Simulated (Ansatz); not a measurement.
A made-up structure of CdH₂SO, singlet:

O1  (-0.573, -1.675, 1.073)
Cd2  (0.191, 2.132, -0.737)
S3  (-0.225, 0.045, 0.182)
H4  (-0.876, -2.357, 0.469)
H5  (1.873, 1.773, -1.061)
(Å)

It is relaxed with PBE-D4/def2-SVP and then PBE0-D4/def2-TZVP (Ansatz 0.2.0). Atoms count as bonded within 1.22 times the sum of their covalent radii (H–H: 0.88 Å). The end point is not checked to be a true minimum.

Task: Does its bonding change? (A judgement: the text doesn't fix the answer.)

Result: The calculation gives: No: no bond forms or breaks.

Where it ends: The first stage lowers the energy by 2.56 eV in 17 steps. It ends as CdH₂SO ([OH][S][CdH]):
```csv
atom,x (Å),y (Å),z (Å)
O1,-1.0098,-1.0417,0.7303
Cd2,0.8730,1.1036,-0.4488
S3,0.6601,-0.8218,0.9114
H4,-1.1152,-1.7890,0.1334
H5,0.9818,2.4658,-1.4015
```

Labels in which every atom is bracketed show which atoms are joined, not bond orders.

For scale, one of the runs: PBE0-D4/def2-TZVP relaxation, 120 basis functions, launched by `ansatz run in.yaml --threads 2 --pin off --events-out ev --progress --plain --max-ram 4352MiB`. The run took about 20 s on 2 CPU threads of an Arm Neoverse V2 (shared host).
